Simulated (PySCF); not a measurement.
Al(F)(Br)(Me) (CH3AlBrF), SMILES [CH3][Al]([F])[Br].

The structure is a stationary point at PBE-D3(BJ)/def2-SVP. The structure was generated by enumeration; whether it is a known compound was not checked.

Calculation: PBE-D3(BJ)/def2-SVP run with PySCF 2.14.0.

Frequencies are harmonic and unscaled.

Computed harmonic wavenumbers and intensities:
```
mode  ν (cm⁻¹)  IR (km/mol)    moving atoms (share of kinetic energy)
----  --------  -----------  ----------------------------------------
1           15          0.0                                    H 98 %
2          140          1.8  C 36 %, H 23 %, Al 18 %, F 12 %, Br 12 %
3          187         13.3                           F 64 %, Br 17 %
4          200         22.0                   Al 63 %, H 15 %, F 15 %
5          373         40.6          Al 38 %, Br 25 %, C 18 %, F 11 %
6          640         50.4                            H 76 %, C 18 %
7          646         46.1            C 37 %, Al 30 %, H 23 %, F 9 %
8          686         97.0                   H 63 %, C 21 %, Al 14 %
9          859        116.3                           Al 48 %, F 47 %
10        1164         15.5                            H 79 %, C 21 %
11        1371          2.4                                    H 96 %
12        1376          1.8                                    H 95 %
13        2975          0.4                                    H 97 %
14        3069          0.5                             H 91 %, C 9 %
15        3094          0.7                             H 91 %, C 9 %
```
